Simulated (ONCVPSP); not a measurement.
Building the ONCV potential for Ag (Z = 47) (LDA (Perdew-Zunger), scalar-relativistic).

ONCVPSP 4.0.1 was run on this input:

```
# ATOM AND REFERENCE CONFIGURATION
# atsym  z   nc   nv     iexc    psfile
  Ag 47.00    6    3        3      upf
#
#   n    l    f
    1    0    2.00
    2    0    2.00
    2    1    6.00
    3    0    2.00
    3    1    6.00
    3    2   10.00
    4    0    2.00
    4    1    6.00
    4    2    9.50
#
# PSEUDOPOTENTIAL AND OPTIMIZATION
# lmax
    2
#
#   l,   rc,      ep,       ncon, nbas, qcut
    0    0.90    0.00    3    8    5.80
    1    1.60    0.00    4    7    8.80
    2    1.75    0.00    5    8   10.10
#
# LOCAL POTENTIAL
# lloc, lpopt,  rc(5),   dvloc0
    4    5    0.80    0.00
#
# VANDERBILT-KLEINMAN-BYLANDER PROJECTORs
# l, nproj, debl
    0    2    1.10
    1    2    2.00
    2    2    1.40
#
# MODEL CORE CHARGE
# icmod, fcfact, rcfact
    1    0.40    0.00
#
# LOG DERIVATIVE ANALYSIS
# epsh1, epsh2, depsh
   -6.00    5.00    0.04
#
# OUTPUT GRID
# rlmax, drl
    6.00    0.01
#
# TEST CONFIGURATIONS
# ncnf
    4
# nvcnf
#   n    l    f
    4
    4    0    2.00
    4    1    6.00
    4    2   10.00
    5    0    1.00
#
    3
    4    0    2.00
    4    1    6.00
    4    2   10.00
#
    3
    4    0    2.00
    4    1    6.00
    4    2    9.00
#
    3
    4    0    2.00
    4    1    6.00
    4    2    8.00
#
```

Command:

```bash
oncvpsp.x < Ag.dat > Ag.out
```

Resulting log (shortened: citation, most of the input echo, consistency checks and plot data are left out):

```
ONCVPSP  (Optimized Norm-Conservinng Vanderbilt PSeudopotential)
scalar-relativistic version 4.0.1

#   n    l    f        energy (Ha)
    1    0    2.00    -9.3028208E+02
    2    0    2.00    -1.3748078E+02
    2    1    6.00    -1.2345534E+02
    3    0    2.00    -2.5643286E+01
    3    1    6.00    -2.1036454E+01
    3    2   10.00    -1.3748215E+01
    4    0    2.00    -4.0518710E+00
    4    1    6.00    -2.7122280E+00
    4    2    9.50    -8.1991795E-01

Reference configufation results
  iterations    22
  all-electron total energy (Ha)   -5.31048441D+03

Begin loop to  construct optimized pseudo wave functions
and semi-local pseudopoentials for all angular momenta

WARNING wellstate: negative energy specified for n= 5 l=  0
WARNING scattering state with energy  0.25000000
WARNING will be used for the first projector

   Wellstate for l =  0  n =  6
     eigenvalue =   0.2500
     asymptotic potential =   0.7500
     half-point radius =  4.3055

Calculating optimized projector #   1

 for l=   0

    Fraction of norm inside rc  0.517324
    Optimizing pswf for qcut=   5.80 a_B^-1,  ecut=  16.85 Ha
    Residual kinetic energy error=  1.04D-01 Ha

    Energy error per electron        Cutoff
         Ha          eV             Ha
         0.01000     0.27211      146.23
         0.00100     0.02721      300.55

Calculating optimized projector #   2

 for l=   0

    Fraction of norm inside rc  0.022411
    Optimizing pswf for qcut=   5.80 a_B^-1,  ecut=  16.85 Ha
    Residual kinetic energy error=  1.37D-02 Ha

    Energy error per electron        Cutoff
         Ha          eV             Ha
         0.01000     0.27211       18.54
         0.00100     0.02721       77.04
         0.00010     0.00272      308.28
         0.00001     0.00027      544.68

WARNING wellstate: negative energy specified for n= 5 l=  1
WARNING scattering state with energy  0.25000000
WARNING will be used for the first projector

   Wellstate for l =  1  n =  6
     eigenvalue =   0.2500
     asymptotic potential =   0.7500
     half-point radius =  5.3971

Calculating optimized projector #   1

 for l=   1

    Fraction of norm inside rc  0.936037
    Optimizing pswf for qcut=   8.81 a_B^-1,  ecut=  38.83 Ha
    Residual kinetic energy error=  1.03D-07 Ha

    Energy error per electron        Cutoff
         Ha          eV             Ha
         0.01000     0.27211       15.42
         0.00100     0.02721       19.54
         0.00010     0.00272       22.81
         0.00001     0.00027       25.57

Calculating optimized projector #   2

 for l=   1

    Fraction of norm inside rc  0.041450
    Optimizing pswf for qcut=   8.81 a_B^-1,  ecut=  38.83 Ha
    Residual kinetic energy error=  6.10D-07 Ha

    Energy error per electron        Cutoff
         Ha          eV             Ha
         0.01000     0.27211       11.26
         0.00100     0.02721       15.56
         0.00010     0.00272       19.29
         0.00001     0.00027       29.92

   Wellstate for l =  2  n =  6
     eigenvalue =   0.5801
     asymptotic potential =   1.0801
     half-point radius =  5.5745

Calculating optimized projector #   1

 for l=   2

    Fraction of norm inside rc  0.788688
    Optimizing pswf for qcut=  10.11 a_B^-1,  ecut=  51.12 Ha
    Residual kinetic energy error=  2.02D-08 Ha

    Energy error per electron        Cutoff
         Ha          eV             Ha
         0.01000     0.27211       24.92
         0.00100     0.02721       31.77
         0.00010     0.00272       37.47
         0.00001     0.00027       42.01

Calculating optimized projector #   2

 for l=   2

    Fraction of norm inside rc  0.054729
    Optimizing pswf for qcut=  10.11 a_B^-1,  ecut=  51.12 Ha
    Residual kinetic energy error=  8.07D-08 Ha

    Energy error per electron        Cutoff
         Ha          eV             Ha
         0.01000     0.27211       19.97
         0.00100     0.02721       28.22
         0.00010     0.00272       35.25
         0.00001     0.00027       41.07

Construct Vanderbilt / Kleinmman-Bylander projectors

B matrix Hermiticity error, ll=   0
   1   2   -5.3439E-04

  Orthonormal projector coefficients  3.1785E+01  1.0609E+01

B matrix Hermiticity error, ll=   1
   1   2   -2.8625E-04

  Orthonormal projector coefficients  1.4429E+01  1.6509E+00

B matrix Hermiticity error, ll=   2
   1   2   -1.1714E-04

  Orthonormal projector coefficients  1.0963E+01  2.4170E+00

Model core correction analysis
  based on d2Exc/dn_idn_j

d2excae - all-electron derivatives

   -3.123940D-02   -2.842074D-02   -1.901204D-02
   -2.842084D-02   -2.678055D-02   -1.922320D-02
   -1.901220D-02   -1.922330D-02   -1.638060D-02

d2excps - pseudofunction derivatives with no core correction

   -3.824635D-02   -3.431553D-02   -2.178674D-02
   -3.431579D-02   -3.177804D-02   -2.144344D-02
   -2.178704D-02   -2.144360D-02   -1.792214D-02

rms 2nd derivative error    4.361514E-03

Polynomial model core charge

d2excps - pseudofunction derivatives with core correction

   -3.034059D-02   -2.782787D-02   -1.950845D-02
   -2.782797D-02   -2.617214D-02   -1.940468D-02
   -1.950860D-02   -1.940475D-02   -1.707819D-02

rms 2nd derivative error    5.702186E-04

Pseudoatom total energy -146.901634

Diagnostic tests using Vanderbilt-Kleinman-Bylander pseudopotentials
  1 or more projectors used as specified by nproj input data

   l    rcore       rmatch      e in        delta e   norm test  slope test

   0   0.9020728   0.9294617  -4.0518710   0.0009275   1.0002272   1.0011798
   0   0.9020728   0.9294617   0.2500000   0.0016462   1.0008829   1.0008829

   1   1.6019454   1.6505840  -2.7122280   0.0000005   1.0001775   1.0001785
   1   1.6019454   1.6505840   0.2500000   0.0000330   1.0002774   1.0002774

   2   1.7523362   1.8055409  -0.8199180   0.0000087   1.0000992   1.0001259
   2   1.7523362   1.8055409   0.5800820   0.0000400   1.0002716   1.0002716

 Testing for bound ghosts
   n   l    E NL Schr. Eq   E Basis Diag.   E Cutoff

   1   0       -4.050944       -4.049801    321.12

   2   1       -2.712228       -2.712224     87.38

   3   2       -0.819909       -0.819565    112.35

 Testing for highly-localized positive-energy ghosts
       l    <radius>/rc     E Basis Diag.   E Cutoff

       0        0.382960        5.257559    321.12  WARNING - GHOST(+)

Test configuration 0

   n   l     f        eae           eps        diff
   1   0  2.0000 -930.28207751
   2   0  2.0000 -137.48077852
   2   1  6.0000 -123.45533929
   3   0  2.0000  -25.64328650
   3   1  6.0000  -21.03645411
   3   2 10.0000  -13.74821493
   4   0  2.0000   -4.05187103   -4.05094351    9.28D-04
   4   1  6.0000   -2.71222802   -2.71222755    4.61D-07
   4   2  9.5000   -0.81991795   -0.81990927    8.69D-06

    Total energies and differences
      AE_ref= -5.31048441D+03  AE_tst= -5.31048441D+03  dif=  0.00D+00
      PS_ref= -1.46901634D+02  PS_tst= -1.46901634D+02  dif=  3.13D-13
      PSP excitation error= -3.13D-13

Test configuration 1

   n   l     f        eae           eps        diff
   1   0  2.0000 -929.72160430
   2   0  2.0000 -136.92265323
   2   1  6.0000 -122.89711442
   3   0  2.0000  -25.08439375
   3   1  6.0000  -20.47757624
   3   2 10.0000  -13.18953943
   4   0  2.0000   -3.49404539   -3.49297384    1.07D-03
   4   1  6.0000   -2.15597925   -2.15590822    7.10D-05
   4   2 10.0000   -0.28156817   -0.28158881   -2.06D-05
   5   0  1.0000   -0.17344549   -0.17339952    4.60D-05

    Total energies and differences
      AE_ref= -5.31048441D+03  AE_tst= -5.31113265D+03  dif= -6.48D-01
      PS_ref= -1.46901634D+02  PS_tst= -1.47549883D+02  dif= -6.48D-01
      PSP excitation error=  1.65D-05

Test configuration 2

   n   l     f        eae           eps        diff
   1   0  2.0000 -930.02499007
   2   0  2.0000 -137.22185259
   2   1  6.0000 -123.19657043
   3   0  2.0000  -25.38514729
   3   1  6.0000  -20.77831649
   3   2 10.0000  -13.48987335
   4   0  2.0000   -3.79863167   -3.79789583    7.36D-04
   4   1  6.0000   -2.46165525   -2.46169164   -3.64D-05
   4   2 10.0000   -0.58502069   -0.58502322   -2.53D-06

    Total energies and differences
      AE_ref= -5.31048441D+03  AE_tst= -5.31083489D+03  dif= -3.50D-01
      PS_ref= -1.46901634D+02  PS_tst= -1.47252140D+02  dif= -3.51D-01
      PSP excitation error=  2.64D-05

Test configuration 3

   n   l     f        eae           eps        diff
   1   0  2.0000 -930.56067985
   2   0  2.0000 -137.76167602
   2   1  6.0000 -123.73606311
   3   0  2.0000  -25.92254225
   3   1  6.0000  -21.31570950
   3   2 10.0000  -14.02780085
   4   0  2.0000   -4.32349832   -4.32230208    1.20D-03
   4   1  6.0000   -2.98047533   -2.98043814    3.72D-05
   4   2  9.0000   -1.07115007   -1.07107540    7.47D-05

    Total energies and differences
      AE_ref= -5.31048441D+03  AE_tst= -5.31001233D+03  dif=  4.72D-01
      PS_ref= -1.46901634D+02  PS_tst= -1.46429525D+02  dif=  4.72D-01
      PSP excitation error= -2.81D-05

Test configuration 4

   n   l     f        eae           eps        diff
   1   0  2.0000 -931.17551265
   2   0  2.0000 -138.38234198
   2   1  6.0000 -124.35635979
   3   0  2.0000  -26.53691309
   3   1  6.0000  -21.93008466
   3   2 10.0000  -14.64326059
   4   0  2.0000   -4.91359598   -4.91152750    2.07D-03
   4   1  6.0000   -3.56184448   -3.56165871    1.86D-04
   4   2  8.0000   -1.61577306   -1.61526591    5.07D-04

    Total energies and differences
      AE_ref= -5.31048441D+03  AE_tst= -5.30867342D+03  dif=  1.81D+00
      PS_ref= -1.46901634D+02  PS_tst= -1.45090699D+02  dif=  1.81D+00
      PSP excitation error=  6.16D-05
```

The run took about 3.8 s on one core of a shared server CPU.
